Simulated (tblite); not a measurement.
C7H8N (doublet state).
Z-matrix (Å and degrees, GFN2-xTB geometry), rows numbered from 1:
```
C 
C   1  1.1978
C   2  1.4700  1  171.48
C   3  1.5292  2  110.22  1    54.72
C   4  1.5046  3  110.48  2   -76.44
N   5  1.2522  4  126.83  3   -15.96
C   6  1.4307  5  121.99  4     0.45
C   3  1.5280  2  110.54  1   -65.51
H   3  1.0968  2  106.02  1   174.31
H   4  1.0952  3  110.15  2   164.51
H   4  1.0924  3  110.95  2    45.28
H   5  1.0850  4  116.41  3   164.24
H   7  1.0940  6  107.08  5  -139.16
H   7  1.0954  6  106.58  5   105.85
H   8  1.0929  3  109.00  2  -179.66
H   8  1.0905  3  110.79  2   -60.03
```

Method: GFN2-xTB as coded in tblite; computed harmonic values from a numerical Hessian at the method's own geometry, unscaled. The method is semi-empirical: single wavenumbers can be off by several per cent or more. One conformer, not necessarily the lowest. Open shells enter through the occupations alone, without spin polarisation, and single modes of such species can be off by tens of per cent.

Harmonic wavenumbers (cm⁻¹): 86.4, 125.6, 171.7, 230.3, 344.8, 368.7, 401.0, 513.4, 548.4, 725.6, 806.8, 832.0, 898.1, 912.3, 935.3, 980.7, 988.2, 1044.4, 1080.0, 1102.6, 1124.9, 1157.3, 1181.1, 1235.9, 1260.8, 1297.9, 1302.6, 1309.7, 1326.3, 1436.2, 1445.0, 1471.1, 1759.7, 2256.9, 2899.4, 2934.3, 2936.1, 2960.7, 2969.2, 2980.9, 2998.6, 3017.6.

A = 3112, B = 2047, C = 1863 MHz; mass 106.066 u (most abundant isotopes); point group C1, symmetry number 1; spin multiplicity 2.

Problem. Zero-point energy?

Solution. Half the sum of the wavenumbers: 28179 cm⁻¹ = 80.57 kcal/mol.

Problem. Entropy at 200 K, 1 bar (ideal gas, RRHO, classical rotation)?

Solution. Translation 37.94, rotation 26.51, vibration 10.44, spin (R ln 2) 1.38: S = 76.3 cal/(mol K).

Problem. And Cp and H(200 K) − H(0)?

Solution. Cp = 21.38 cal/(mol K), of which vibrations give 13.43 (their classical limit is 42 R = 83.5); H(200 K) − H(0) = 2.83 kcal/mol without the zero-point energy, 1.24 from vibrations.

Problem. What must be added to the electronic energy to get the Gibbs energy at 200 K and 1 bar?

Solution. ZPE + [H(200 K) − H(0)] − T·S = 80.57 + 2.83 − 15.25 = 68.15 kcal/mol.

Problem. How do the functions run with temperature in this model?

Solution. 
| T (K) | S (cal/(mol K)) | Cp (cal/(mol K)) | H − H(0) (kcal/mol) | G − H(0) (kcal/mol) | ln q(vib) |
| --- | --- | --- | --- | --- | --- |
| 100 | 64.2 | 14.3 | 1.05 | -5.37 | 0.66 |
| 300 | 86.5 | 29.7 | 5.38 | -20.56 | 3.75 |
| 500 | 105.6 | 45.9 | 13.01 | -39.79 | 7.26 |
| 800 | 131.0 | 61.8 | 29.38 | -75.39 | 12.76 |
| 1000 | 145.5 | 68.5 | 42.45 | -103.07 | 16.31 |

q(vib) and H(0) count from the zero-point level.

Problem. Which modes carry the vibrational entropy at 200 K?

Solution. 86.4 cm⁻¹: 2.96; 125.6 cm⁻¹: 2.25; 171.7 cm⁻¹: 1.69; 230.3 cm⁻¹: 1.20; 344.8 cm⁻¹: 0.62; 368.7 cm⁻¹: 0.54 cal/(mol K); the other 36 give 1.17 together.

Hindered rotation and anharmonicity are outside this model. Other conformers, if any are populated, would add a mixing term that is left out. The structure is chiral; the term R ln 2 for an equal mix with its mirror image is left out.
